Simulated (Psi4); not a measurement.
Cr (SMILES [Cr]), septet; B3LYP/def2-TZVPP in Psi4.

Here is a job for Psi4.
```
memory 2 GB

molecule mol {
0 7
Cr    0.000000    0.000000    0.000000
}

set {
  basis def2-tzvpp
  reference uks
}

energy('b3lyp')
print_variables()
```

**Question.** Predict the main parts of the log of this Psi4 run.

**Answer.** 
```
   => Loading Basis Set <=

    Name: DEF2-TZVPP
    Role: ORBITAL
    Keyword: BASIS

         ---------------------------------------------------------
                                   SCF
               by Justin Turney, Rob Parrish, Andy Simmonett
                          and Daniel G. A. Smith
                              UKS Reference
         ---------------------------------------------------------

  ==> Geometry <==

    Molecular point group: d2h
    Geometry (in Angstrom), charge = 0, multiplicity = 7:

       Center              X                  Y                   Z               Mass
    ------------   -----------------  -----------------  -----------------  -----------------
         CR           0.000000000000     0.000000000000     0.000000000000    51.940506230000

  Running in d2h symmetry.

  Rotational constants: A = ************  B = ************  C = ************ [cm^-1]
  Rotational constants: A = ************  B = ************  C = ************ [MHz]
  Nuclear repulsion =    0.000000000000000

  Charge       = 0
  Multiplicity = 7
  Electrons    = 24
  Nalpha       = 15
  Nbeta        = 9

  ==> Algorithm <==

  SCF Algorithm Type is DF.
  DIIS enabled.
  MOM disabled.
  Fractional occupation disabled.
  Guess Type is CORE.
  Energy threshold   = 1.00e-06
  Density threshold  = 1.00e-06
  Integral threshold = 1.00e-12

  ==> Primary Basis <==

  Basis Set: DEF2-TZVPP
    Blend: DEF2-TZVPP
    Number of shells: 18
    Number of basis functions: 64
    Number of Cartesian functions: 80
    Spherical Harmonics?: true
    Max angular momentum: 4

  ==> DFT Potential <==

   => LibXC <=

    Version 7.1.2
    S. Lehtola, C. Steigemann, M. J. T. Oliveira, and M. A. L. Marques,  SoftwareX 7, 1–5 (2018) (10.1016/j.softx.2017.11.002)

   => Composite Functional: B3LYP <=

    B3LYP Hyb-GGA Exchange-Correlation Functional

    P. J. Stephens, F. J. Devlin, C. F. Chabalowski, and M. J. Frisch,  J. Phys. Chem. 98, 11623 (1994) (10.1021/j100096a001)

    Deriv               =              1
    GGA                 =           TRUE
    Meta                =          FALSE

    Exchange Hybrid     =           TRUE
    MP2 Hybrid          =          FALSE

   => Exchange Functionals <=

    0.0800   Slater exchange
    0.7200         Becke 88

   => Exact (HF) Exchange <=

    0.2000               HF

   => Correlation Functionals <=

    0.1900   Vosko, Wilk & Nusair (VWN5_RPA)
    0.8100   Lee, Yang & Parr

[...]
   @S   Observed:                3.000000000E+00

    Orbital Energies [Eh]
    ---------------------

    Alpha Occupied:

[...]
    Alpha Virtual:

[...]
       9B3u    6.235466

    Beta Occupied:

[...]
    Beta Virtual:

[...]
       9B2u    6.403724

    Final Occupation by Irrep:
             Ag   B1g   B2g   B3g    Au   B1u   B2u   B3u
    DOCC [     3,    0,    0,    0,    0,    2,    2,    2 ]
    SOCC [     3,    1,    1,    1,    0,    0,    0,    0 ]
    NA   [     6,    1,    1,    1,    0,    2,    2,    2 ]
    NB   [     3,    0,    0,    0,    0,    2,    2,    2 ]

  @DF-UKS Final Energy: -1044.45002270495843

   => Energetics <=

    Nuclear Repulsion Energy =              0.0000000000000000
    One-Electron Energy =               -1438.8502602362934795
    Two-Electron Energy =                 433.6686144912762870
    DFT Exchange-Correlation Energy =     -39.2683769599412500
    Empirical Dispersion Energy =           0.0000000000000000
    VV10 Nonlocal Energy =                  0.0000000000000000
    Total Energy =                      -1044.4500227049584282

  UHF NO Occupations:
  HONO-2 :    5 Ag 1.0000000
  HONO-1 :    1B1g 1.0000000
  HONO-0 :    6 Ag 1.0000000
  LUNO+0 :    3B1u 0.0000357
  LUNO+1 :    3B2u 0.0000357
  LUNO+2 :    3B3u 0.0000357
  LUNO+3 :    7 Ag 0.0000065

Computation Completed

Properties will be evaluated at   0.000000,   0.000000,   0.000000 [a0]

Properties computed using the SCF density matrix

 Multipole Moments:

 ------------------------------------------------------------------------------------
     Multipole            Electronic (a.u.)      Nuclear  (a.u.)        Total (a.u.)
 ------------------------------------------------------------------------------------

 L = 1.  Multiply by 2.5417464519 to convert [e a0] to [Debye]
 Dipole X            :          0.0000000            0.0000000            0.0000000
 Dipole Y            :          0.0000000            0.0000000            0.0000000
 Dipole Z            :          0.0000000            0.0000000            0.0000000
 Magnitude           :                                                    0.0000000

 ------------------------------------------------------------------------------------

  Variable Map:
  ----------------------------------------------------------------------------
[...]
  Array Variable Map:
  ----------------------------------------------------------------------------
[...]
[...]
```
